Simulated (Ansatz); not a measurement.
Start from `[GeH3][SiH]1CS1` and change one atom or group to get `[SeH][SiH]1CS1`.

Ansatz, PBE0-D4/def2-TZVP geometries, multiplicity 1. Each molecule was computed in one conformer, which needn't be the lowest.

Scalar relativity is left out up to krypton. Spin–orbit coupling is left out; it splits and shifts lone-pair levels of the heavy atoms by tenths of an eV.

```tsv
property	`[GeH3][SiH]1CS1`
LUMO energy (ωB97M-V/def2-TZVPP) / eV	1.08
HOMO energy (PBE0/def2-TZVPP) / eV	-6.87
HOMO–LUMO gap (ωB97M-V/def2-TZVPP) / eV	10.08
size of the dipole moment (B3LYP/def2-TZVPP) / D	1.74
LUMO energy (PBE0/def2-TZVPP) / eV	-0.71
LUMO energy (B3LYP/def2-TZVPP) / eV	-0.88
```

Q: Give the same properties after the change, and the shifts. (An estimate is asked.)

A: Computed: 
```
                                        property  `[SeH][SiH]1CS1`  shift
           LUMO energy (ωB97M-V/def2-TZVPP) / eV              1.29   0.21
              HOMO energy (PBE0/def2-TZVPP) / eV             -7.01  -0.14
         HOMO–LUMO gap (ωB97M-V/def2-TZVPP) / eV             10.40   0.32
size of the dipole moment (B3LYP/def2-TZVPP) / D              1.32  -0.42
              LUMO energy (PBE0/def2-TZVPP) / eV             -0.62   0.09
             LUMO energy (B3LYP/def2-TZVPP) / eV             -0.84   0.04
```

With PBE0 the HOMO falls by 0.14 eV and the LUMO rises by 0.09 eV, so the gap widens by about 0.23 eV. PBE moves the HOMO by -0.15 eV and ωB97M-V by -0.12 eV. Dipoles are sizes alone; their direction can turn.

B3LYP here is the variant with VWN-RPA as its local correlation; programs differ in this.
